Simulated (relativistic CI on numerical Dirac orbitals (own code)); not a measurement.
Calculated at this level of theory: Dirac equation for one electron, model QED (radiative potential, 1s self-energy scaled to tabulated hydrogen-like ionisation energies) (own radial code, finite nucleus).

The strongest absorption lines from the ground level of an ion, among the configurations computed and to levels below about 12900 eV (vacuum wavelength in Å, gf): 0.9630 (0.01), 0.9751 (0.018), 0.9983 (0.037), 0.9988 (0.019), 1.0525 (0.1), 1.0536 (0.051), 1.2448 (0.53), 1.2502 (0.27).

Task: Which ion is it?
A. Se33+
B. Ga30+
C. Ga28+
D. Rb36+

Result: B. Ga30+ has 1 electrons and the ground level 1s 2S_1/2; the strongest line goes to 2p 2P°_3/2. The pattern of lines fixes the number of electrons, and along that sequence the line energies rise steadily with the charge (about as its square where n changes within one kind of shell, about linearly where n is kept but much faster in heavy ions where fine structure, which grows about as Z⁴, sets the gap, and irregularly where shells cross), which fixes Z. Configurations outside the model, such as inner-shell arrays, can give stronger lines.
